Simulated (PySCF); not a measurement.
Ga(OH) (GaHO), SMILES [Ga][OH] (connectivity only; charge and spin as stated), neutral, multiplicity 1. Heavy atoms are numbered as in [Ga:1][OH:2]. Hydrogens are named by the atom that carries them.

The structure is a stationary point at PBE-D3(BJ)/def2-TZVP. A frequency run showed that this geometry is not a minimum.

All values below come from PySCF with PBE0/pcSseg-2.

GIAO shieldings, no solvent; atoms alike by connectivity are averaged. δ = σ(ref) − σ: ¹⁷O against H2O (σ = 327.8 ppm); ¹H against TMS (σ = 31.54 ppm), references at their B3LYP-D3(BJ)/def2-TZVP geometries, non-relativistic.

Q: Estimate the chemical shifts. (Estimate from the structure and the level; the computed values follow.)

A: 
```
nucleus    atoms  count  δ (ppm)
-------  -------  -----  -------
¹⁷O      O2 (OH)      1    120.0
¹H       H on O2      1     2.73
```
